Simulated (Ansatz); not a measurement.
Reaction (ligand exchange at the Sn–S bond): `[SH][SnH3]` + `NCF` → `FC[NH][SnH3]` + H₂S

Calculated with Ansatz (gas phase, PBE0-D4/def2-TZVP geometries, no zero-point term in ΔE). CCSD(T)/CBS is the MP2 limit (def2-TZVPP, def2-QZVPP) plus CCSD(T) − MP2 in def2-TZVPP, frozen cores. This one scheme is used for every species. DFT in def2-TZVPP. B3LYP here is the variant with VWN-RPA as its local correlation; programs differ in this. def2 core potentials past Kr. For Sn outer-core shells are correlated without core-valence functions, which leaves a few kJ/mol of doubt a bond. Each species was taken in one conformer, which may not be the lowest.

`[SH][SnH3]`:

Z-matrix (Å, degrees):
```
Sn
S 1 2.406
H 1 1.706 2 109.4
H 1 1.701 2 104.7 3 119.6
H 1 1.706 2 109.5 3 -120.9
H 2 1.343 1 93.9 3 59.9
```

`NCF`:

Z-matrix (Å, degrees):
```
C
F 1 1.406
N 1 1.402 2 113.7
H 1 1.092 2 106.1 3 121.3
H 1 1.092 2 106.1 3 -121.3
H 3 1.010 1 112.8 2 62.5
H 3 1.010 1 112.8 2 -62.5
```

`FC[NH][SnH3]`:

Z-matrix (Å, degrees):
```
C
N 1 1.399
F 1 1.414 2 113.4
H 1 1.094 2 110.8 3 -118.1
H 1 1.094 2 111.4 3 118.9
Sn 2 2.042 1 118.8 3 62.0
H 2 1.011 1 112.1 3 -75.4
H 6 1.707 2 112.3 1 -76.6
H 6 1.705 2 105.3 1 163.3
H 6 1.702 2 104.1 1 44.4
```

H₂S:

Cartesian coordinates in Å:
```
S -0.509 -0.351 0.042
H -0.011 0.455 -0.908
H 0.520 -0.104 0.866
```

Task: Is it downhill or uphill in electronic energy at CCSD(T)/CBS, and by how much? (Estimate.)

Result: Ansatz gave: Uphill: ΔE = +65.3 kJ/mol.

Task: What do these levels give: PBE-D4, PBE0-D4, ωB97X-V, ωB97M-V, r2SCAN, PBE0, B3LYP, HF/def2-TZVPP, SCS-MP2/def2-TZVPP, CCSD(T)/def2-TZVPP, HF/def2-QZVPP, CCSD/CBS(def2)? (Estimate.)

Result: Computed: PBE-D4 71.0, PBE0-D4 74.2, ωB97X-V 65.9, ωB97M-V 67.5, r2SCAN 71.7, PBE0 76.4, B3LYP 71.9, HF/def2-TZVPP 76.2, SCS-MP2/def2-TZVPP 62.2, CCSD(T)/def2-TZVPP 61.7, HF/def2-QZVPP 75.8, CCSD/CBS(def2) 66.8 kJ/mol.

Largest T1 diagnostic among the species: 0.013.

The D4 term adds −3.9 kJ/mol with B3LYP and −2.2 kJ/mol with PBE0; it sums over pairs of atoms, weighted by their polarisabilities, and B3LYP, whose exchange is more repulsive, gets the larger term. In def2-TZVPP, CCSD(T) changes the Hartree–Fock value by −14.6 kJ/mol (the triples alone add −1.5 kJ/mol) and MP2 by −12.6 kJ/mol.
